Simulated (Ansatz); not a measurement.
This geometry of C₂H₃BCl (7 atoms, charge -1, multiplicity 1) is a first-order saddle point.

These are results of RKS PBE/def2-SVP in Ansatz 0.2.0, not measurements.

```xyz
7
Properties=species:S:1:pos:R:3
C -1.184 1.078 -0.018
C -0.303 0.310 0.737
B 0.692 -0.505 -0.068
Cl 0.240 -1.682 -1.419
H -1.269 0.619 -1.052
H -0.095 0.602 1.797
H 1.919 -0.421 0.023
```

Task: Which two structures does it join? (They come from a converged band through this point; their orientation in space is the band's.)

Result: No bond is made or broken. The dihedral H6–C2–B3–Cl4 goes from 180 to 74°.

Image 0:

```xyz
7
Properties=species:S:1:pos:R:3
C -1.435 0.956 0.108
C -0.194 0.473 0.562
B 0.759 -0.512 -0.069
Cl 0.454 -1.343 -1.674
H -1.599 0.425 -0.888
H 0.178 0.868 1.549
H 1.837 -0.868 0.412
```

Image 6:

```xyz
7
Properties=species:S:1:pos:R:3
C -0.985 0.928 -0.020
C -0.247 0.298 0.931
B 0.508 -0.302 -0.236
Cl 0.145 -2.072 -0.863
H -0.559 0.719 -1.083
H -0.405 0.313 2.023
H 1.543 0.116 -0.754
```

Task: How far does it lie above each of them?

Result: 1.1 kcal/mol above the first and 9.3 kcal/mol above the second. This is the barrier of this one path; another mechanism may lie lower. Limits of this set-up: an anion without diffuse functions, the dipole of an ion depends on the origin.

Time of the run: 3.5 min on 1 thread of Intel(R) Xeon(R) Platinum 8259CL CPU @ 2.50GHz (Skylake/Cascade Lake), on a shared host, peak memory 0.15 GiB.
